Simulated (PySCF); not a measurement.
C12H10O, SMILES C=Cc1cccc(-c2ccco2)c1, singlet, GFN2-xTB optimised geometry.

```
23

C      3.75    -1.63     0.00
C      2.71    -0.80     0.00
C      1.30    -1.16     0.00
C      0.85    -2.49     0.00
C     -0.50    -2.77     0.00
C     -1.44    -1.76     0.00
C     -1.02    -0.42     0.00
C     -1.98     0.66     0.00
C     -3.35     0.66     0.00
C     -3.76     2.01     0.00
C     -2.61     2.74     0.00
O     -1.53     1.94     0.00
C      0.35    -0.15     0.00
H      4.76    -1.26     0.00
H      3.64    -2.70     0.00
H      2.90     0.27     0.00
H      1.56    -3.30     0.00
H     -0.83    -3.80     0.00
H     -2.49    -1.99     0.00
H     -4.00    -0.19     0.00
H     -4.76     2.39     0.00
H     -2.43     3.80     0.00
H      0.67     0.88     0.00
```

Density from PySCF with PBE/def2-SVP at that geometry.

Minimum of the electron density along straight lines between bonded atoms, close to the bond critical point (lines longer than 1.1 times the sum of covalent radii, or with two minima, are not listed):

| bond | length / Å | ρ at the minimum / e bohr⁻³ | ∇²ρ there / e bohr⁻⁵ | position (fraction from the first atom) |
|---|---|---|---|---|
| C1–C2 | 1.327 | 0.340 | -0.89 | 0.50 |
| C2–C3 | 1.459 | 0.271 | -0.63 | 0.50 |
| C3–C4 | 1.396 | 0.303 | -0.74 | 0.50 |
| C4–C5 | 1.382 | 0.310 | -0.77 | 0.50 |
| C5–C6 | 1.382 | 0.310 | -0.77 | 0.50 |
| C6–C7 | 1.396 | 0.302 | -0.73 | 0.50 |
| C7–C8 | 1.451 | 0.276 | -0.65 | 0.49 |
| C8–C9 | 1.374 | 0.317 | -0.77 | 0.52 |
| C9–C10 | 1.412 | 0.290 | -0.66 | 0.50 |
| C10–C11 | 1.361 | 0.323 | -0.80 | 0.48 |
| C8–O12 | 1.355 | 0.284 | -0.07 | 0.33 |
| C11–O12 | 1.340 | 0.291 | 0.04 | 0.33 |
| C3–C13 | 1.393 | 0.306 | -0.74 | 0.50 |
| C7–C13 | 1.393 | 0.304 | -0.74 | 0.50 |
| C1–H14 | 1.077 | 0.281 | -1.06 | 0.64 |
| C1–H15 | 1.076 | 0.281 | -1.06 | 0.63 |
| C2–H16 | 1.083 | 0.280 | -1.04 | 0.63 |
| C4–H17 | 1.079 | 0.282 | -1.05 | 0.63 |
| C5–H18 | 1.080 | 0.281 | -1.05 | 0.63 |
| C6–H19 | 1.078 | 0.282 | -1.05 | 0.63 |
| C9–H20 | 1.070 | 0.283 | -1.08 | 0.63 |
| C10–H21 | 1.071 | 0.283 | -1.08 | 0.64 |
| C11–H22 | 1.072 | 0.288 | -1.14 | 0.65 |
| C13–H23 | 1.080 | 0.282 | -1.06 | 0.63 |
